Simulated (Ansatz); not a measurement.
A nudged elastic band was laid between two geometries of BrGaH2O2 + ClH (8 atoms, charge 0, multiplicity 1).

Level of theory: Ansatz 0.2.0, RHF/def2-SVP.

```yaml
movable_images: 7
climbing_image: yes
spring: 5.0 eV/Å²
optimiser: quadratic models (default)
start_path: through a guess of the saddle point
force_threshold: 0.05 eV/Å
iteration_limit: 39
end_points: relaxed
```

Image 0:

```xyz
8
Properties=species:S:1:pos:R:3
Ga -0.045 0.719 0.024
Br 2.131 0.384 0.744
O -0.356 1.080 -1.665
O -1.328 0.925 1.202
H 0.790 -2.604 0.135
Cl -0.390 -2.334 -0.265
H 0.345 1.028 -2.294
H -1.147 0.803 2.120
```

Image 8:

```xyz
8
Properties=species:S:1:pos:R:3
Ga -0.683 0.346 -0.214
Br 2.382 -0.593 0.779
O -0.138 1.296 -1.583
O -1.112 1.145 1.287
H 2.024 -1.942 0.585
Cl -1.101 -1.762 -0.467
H 0.063 0.871 -2.401
H -1.434 0.638 2.014
```

**Question.** Which bonds break or form, and what moves?

**Answer.** Bonds broken: Ga1–Br2, H5–Cl6. Bonds formed: Ga1–Cl6, Br2–H5. BrGaH2O2 + ClH becomes BrH + ClGaH2O2.

**Question.** Give the energies along the band, and the barrier.

**Answer.** The run converged. The highest image is number 4 of 0 to 8, 22.9 kcal/mol above the first end and 20.4 kcal/mol above the last; the last end lies 2.4 kcal/mol above the first. A vibrational analysis at the climbing image gives one clearly imaginary mode, 1214i cm⁻¹: a first-order saddle point. The orbitals stay closed-shell, which can raise the energy where a bond breaks towards radicals; this wasn't checked here.

```json
{"image": "0", "path coordinate (Å)": "0.00", "energy (kcal/mol)": "0.0", "Ga1–Br2 (Å)": "2.32", "H5–Cl6 (Å)": "1.28", "Ga1–Cl6 (Å)": "3.09"}
{"image": "1", "path coordinate (Å)": "0.39", "energy (kcal/mol)": "0.6", "Ga1–Br2 (Å)": "2.33", "H5–Cl6 (Å)": "1.28", "Ga1–Cl6 (Å)": "2.96"}
{"image": "2", "path coordinate (Å)": "0.78", "energy (kcal/mol)": "3.3", "Ga1–Br2 (Å)": "2.35", "H5–Cl6 (Å)": "1.28", "Ga1–Cl6 (Å)": "2.81"}
{"image": "3", "path coordinate (Å)": "1.17", "energy (kcal/mol)": "11.4", "Ga1–Br2 (Å)": "2.44", "H5–Cl6 (Å)": "1.33", "Ga1–Cl6 (Å)": "2.58"}
{"image": "4", "path coordinate (Å)": "1.55", "energy (kcal/mol)": "22.9", "Ga1–Br2 (Å)": "2.59", "H5–Cl6 (Å)": "1.60", "Ga1–Cl6 (Å)": "2.38"}
{"image": "5", "path coordinate (Å)": "1.95", "energy (kcal/mol)": "12.2", "Ga1–Br2 (Å)": "2.81", "H5–Cl6 (Å)": "2.04", "Ga1–Cl6 (Å)": "2.25"}
{"image": "6", "path coordinate (Å)": "2.35", "energy (kcal/mol)": "5.1", "Ga1–Br2 (Å)": "3.07", "H5–Cl6 (Å)": "2.47", "Ga1–Cl6 (Å)": "2.19"}
{"image": "7", "path coordinate (Å)": "2.75", "energy (kcal/mol)": "2.9", "Ga1–Br2 (Å)": "3.24", "H5–Cl6 (Å)": "2.87", "Ga1–Cl6 (Å)": "2.17"}
{"image": "8", "path coordinate (Å)": "3.14", "energy (kcal/mol)": "2.4", "Ga1–Br2 (Å)": "3.36", "H5–Cl6 (Å)": "3.30", "Ga1–Cl6 (Å)": "2.16"}
```

**Question.** What is the geometry of the highest image?

**Answer.** 
```xyz
8
Properties=species:S:1:pos:R:3
Ga -0.283 0.383 -0.075
Br 2.101 -0.325 0.661
O -0.249 1.146 -1.651
O -1.213 1.007 1.272
H 1.036 -1.570 0.267
Cl -0.429 -1.992 -0.221
H 0.300 0.814 -2.342
H -1.264 0.536 2.088
```

**Question.** What are the harmonic wavenumbers there?

**Answer.** 1214i, 76, 146, 161, 187, 191, 200, 237, 286, 342, 703, 735, 755, 810, 838, 1164, 4220, 4221 cm⁻¹.

Run time: 7.4 min on 2 threads of AMD EPYC 7571, on a shared host, peak memory 0.39 GiB.
